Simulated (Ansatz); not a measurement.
Two spin states of Si2-, each at its own minimum; 2S+1 = 2, 4 were tried, and our sources give no spin for the ground state.

Each state is the lowest solution found for its spin in def2 and cc sets.

Correlated levels freeze the cores.

Run with Ansatz (a quantum-chemistry and plane-wave program). Values without a source in brackets are computed.

Task: Give the energy of the multiplicity-4 state above the multiplicity-2 state at the level wB97X-V/def2-TZVPP.

Result: 1.49 eV

Task: Give the energy of the multiplicity-4 state above the multiplicity-2 state at the level CCSD(T)/def2-TZVPP.

Result: 1.57 eV

Task: What is the computed energy of the multiplicity-4 state above the multiplicity-2 state (PBE0/def2-TZVPP)?

Result: 1.33 eV
